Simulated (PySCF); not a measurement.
Species: C2H8N2Si2.
Structure used (PBE0-D3(BJ)/def2-SVP), in Å, numbered top down from 1:
```
atom  x, y, z in Å
C1     2.390   -0.161   -0.078
C2     1.613    0.926   -0.161
Si3   -0.180    0.871    0.350
N4    -0.668   -0.663    1.034
Si5   -1.862   -0.958   -0.208
N6    -1.365    0.562   -0.903
H7     1.981   -1.116    0.273
H8     3.451   -0.151   -0.354
H9     2.065    1.866   -0.508
H10   -0.461    2.082    1.184
H11   -0.498   -1.092    1.931
H12   -3.279   -1.027    0.274
H13   -1.640   -2.169   -1.063
H14   -1.555    1.006   -1.788
```

Level: PBE0/pcSseg-1 and CAM-B3LYP/def2-SVPD in PySCF, non-relativistic, on one gas-phase PBE0-D3(BJ)/def2-SVP geometry that isn't relaxed in the solvent. The solvent is an IEF-PCM continuum (Bondi radii, 1.10 Å for H, scaled by 1.2). Specific hydrogen bonds and non-electrostatic terms are outside this model.

Gas phase at PBE0/pcSseg-1: HOMO -7.10 eV, LUMO -0.62 eV, dipole 0.64 D.

What does the continuum do to the energy, the frontier levels and the dipole at PBE0/pcSseg-1 in dichloromethane and dimethylsulfoxide?

| solvent | ε | E(solvent) − E(gas) (kJ/mol) | polarisation term (kJ/mol) | distortion of the solute (kJ/mol) | HOMO (eV) | LUMO (eV) | dipole (D) |
| --- | --- | --- | --- | --- | --- | --- | --- |
| dichloromethane | 8.93 | -13.16 | -14.03 | 0.87 | -7.10 | -0.61 | 0.79 |
| dimethylsulfoxide | 46.83 | -15.54 | -16.75 | 1.21 | -7.11 | -0.61 | 0.81 |

Polarisation term: ½ Σ q·V over the induced surface charges. Distortion: the rise of the solute's own energy as its density leaves the gas-phase optimum. From dichloromethane to dimethylsulfoxide the lowering changes by a factor 1.18, Onsager's factor (ε − 1)/(2ε + 1) by 1.15 and ε itself by 5.2.

Give the dipole vector in the frame of the coordinates (D, pointing from negative to positive charge), gas and dimethylsulfoxide.

Gas (0.61, -0.08, -0.17), solvent (0.78, -0.08, -0.20). Its length changes by +27 % and its direction by 2°.

Which Mulliken charges (PBE0/pcSseg-1) respond most in dichloromethane (means over atoms taken as equivalent)?

```
  atoms                      environment  gas (e)  solvent (e)  change
H11/H14                     N–H hydrogen   +0.191       +0.209  +0.018
    H10                    Si–H hydrogen   -0.118       -0.132  -0.014
     C1             terminal =CH2 carbon   -0.176       -0.190  -0.014
     H9                 vinylic hydrogen   +0.127       +0.141  +0.014
     C2                 alkene CH carbon   -0.503       -0.517  -0.014
     H8                 vinylic hydrogen   +0.123       +0.136  +0.013
    H12                    Si–H hydrogen   -0.129       -0.139  -0.010
    H13                    Si–H hydrogen   -0.127       -0.136  -0.009
    Si5                     SiH2 silicon   +0.827       +0.835  +0.008
  N4/N6  nitrogen bridging silicon atoms   -0.797       -0.803  -0.006
     H7                 vinylic hydrogen   +0.125       +0.130  +0.005
    Si3                      SiH silicon   +1.062       +1.061  -0.001
```

Which Mayer bond orders change most in dichloromethane?

```tsv
bond	length (Å)	gas	solvent	change
C1–C2	1.339	1.989	1.979	-0.010
C2–Si3	1.866	0.852	0.859	+0.007
N4–Si5	1.747	0.964	0.971	+0.007
N4–H11	1.009	0.929	0.922	-0.007
N6–H14	1.009	0.930	0.923	-0.007
N6–Si3	1.752	0.955	0.961	+0.006
Si3–N4	1.749	0.912	0.917	+0.005
Si3–H10	1.498	0.892	0.887	-0.005
```

How do the nuclear quadrupole coupling constants eQVzz/h respond in dichloromethane?

```
  nucleus  Q (barn)  gas (MHz)  solvent (MHz)  η gas  η solvent
14N at N4   0.02044      -3.73          -3.61   0.40       0.36
14N at N6   0.02044      -3.82          -3.68   0.37       0.33
```

Gas phase at CAM-B3LYP/def2-SVPD: HOMO -8.53 eV, LUMO 0.35 eV, dipole 0.67 D.

What does the continuum do to the energy, the frontier levels and the dipole at CAM-B3LYP/def2-SVPD in dichloromethane?

| solvent | ε | E(solvent) − E(gas) (kJ/mol) | polarisation term (kJ/mol) | distortion of the solute (kJ/mol) | HOMO (eV) | LUMO (eV) | dipole (D) |
| --- | --- | --- | --- | --- | --- | --- | --- |
| dichloromethane | 8.93 | -12.41 | -13.46 | 1.05 | -8.51 | 0.41 | 0.86 |

How does the static polarisability (CAM-B3LYP/def2-SVPD, frozen core, with the continuum's full static response) change?

```json
{"medium": "gas", "isotropic (au)": "86.0", "principal values (au)": "71.7, 87.1, 99.2", "⟨r²⟩ of the electrons (bohr²)": "908.9"}
{"medium": "dichloromethane", "isotropic (au)": "111.5", "principal values (au)": "93.8, 116.3, 124.4", "⟨r²⟩ of the electrons (bohr²)": "908.4"}
```

The isotropic value in dichloromethane is 1.30 times the gas-phase one; no cavity-field correction is applied. ⟨r²⟩ is taken about the centre of nuclear charge.

Hardware: an Arm Neoverse V2 with one thread, shared host. Cost: 15 s wall, 0.96 GiB resident at most. This is the whole shielding run at PBE0/pcSseg-1 in dimethylsulfoxide, SCF included.
